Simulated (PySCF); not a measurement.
Coordinates in bohr (charge 0 multiplicity 1):
```
S    -1.2687   -2.5782   -1.3704
S     1.2687   -2.5782    1.3704
I     4.5208    0.6496    0.4603
I    -4.5208    0.6496   -0.4603
```

All numbers come from PBE0/[S def2-SVP, I def2-SVP with ECP28], scalar-relativistic core potentials, density fitting, no spin–orbit coupling, PySCF.

This geometry of S₂I₂ is a stationary point at this level.

Problem. What is the point group?

Solution. C2.

Problem. Is it a minimum?

Solution. Yes: all harmonic wavenumbers are real, though the softest, 41 cm⁻¹, leaves little margin.

Problem. Give the atomic charges and bond orders.

Solution. 
| atom | Mulliken | Löwdin | polar tensor | Mayer order to S1 |
| --- | --- | --- | --- | --- |
| S1 | -0.02 | 0.04 | 0.27 | – |
| S2 | -0.02 | 0.04 | 0.27 | 1.26 |
| I3 | 0.02 | -0.04 | -0.27 | 0.17 |
| I4 | 0.02 | -0.04 | -0.27 | 0.90 |
Other Mayer orders above 0.3: S–I 0.90.

Problem. Give the ideal-gas entropy at 298.15 K and 1 bar by parts.

Solution. translation 180.7, rotation 125.5, vibration 56.8, spin 0.0; total 363.0 J/(mol K).

Other isomers or separated fragments may lie lower.
